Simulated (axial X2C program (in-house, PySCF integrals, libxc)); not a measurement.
**What spin–orbit coupling does to AlTe⁺**

Calculated with an axial X2C code built on PySCF integrals. Spin-free means the one-electron spin-free X2C Hamiltonian; two-component (2c) means X2C with spin–orbit coupling and atomic mean-field two-electron Coulomb and Gaunt terms, so the difference of the two also holds small scalar two-electron terms. Basis: Te dyall-cv3z [11s12p8d4f1g], Al dyall-v3z [8s8p2d1f] (cores contracted in-house); Gaussian nuclei, density fitting, unrestricted open shells. Masses: Te 129.906 u, Al 26.982 u.

Spin-free state: M_S = 1, Λ = 1 (beyond evenly filled blocks: σα, π+α, π+β, π-α); fragments Te + Al+.

| level | Re (Å) | ωe (cm⁻¹) | De (eV) |
| --- | --- | --- | --- |
| CCSD | 2.614 | 229.1 | 0.570 |
| CCSD(T) | 2.596 | 249.9 | 0.688 |

Correlated methods: 8 electrons correlated (number of frozen shells: Te 4 s, 3 p, 2 d; Al 2 s, 1 p), 220 virtual spin orbitals or spinors in MP2, 90 natural virtuals in coupled cluster.

Dipoles are positive if Al is the positive end and refer to the centre of mass.

Two-component determinant lowest at the distance of the search:

Ω = 2 (⟨Sz⟩ = 0.98, ⟨Lz⟩ = 1.02 at HF); fragments Te + Al+.

```tsv
level	Re (Å)	ωe (cm⁻¹)	De (eV)
CCSD	2.656	196.3	0.535
CCSD(T)	2.628	222.2	0.641
```

(1) From the two tables, how do the constants change at the CCSD(T) level (2c against spin-free)?

The state is one determinant whose occupation by symmetry is held fixed; it was picked as the lowest of a PBE0 search that is not exhaustive. De is counted from the lowest determinant-based energies of the atoms at the same level, without counterpoise correction. CCSD and (T) use frozen natural virtuals with an MP2 correction for the truncation; (T) itself is uncorrected, so its De runs slightly low. Other states lie close and PBE0, whose exact exchange favours high spin, may order them wrongly; the determinant shown need not be the ground state. The nearest other spin-free determinant of the search, M_S = 0, Λ = 1, lies 0.15 eV up at the distance of the search. With several unpaired electrons one determinant need not be a pure state. A state of lower Ω lies just above, and one determinant can place such states too high, so the state shown need not be the lowest. The search has Ω = 1 only 0.09 eV up. Open-shell Ω = 0 determinants with evenly filled partner blocks cannot be reached by this program, so the Ω shown need not be the lowest component. With the outer-core shells frozen, correlated bond lengths of heavy atoms tend to come out a few hundredths of an ångström too long.

## Answers

(1) At the CCSD(T) level Re goes up by 0.032 Å and ωe drops by 27.7 cm⁻¹; De changes by -0.047 eV.
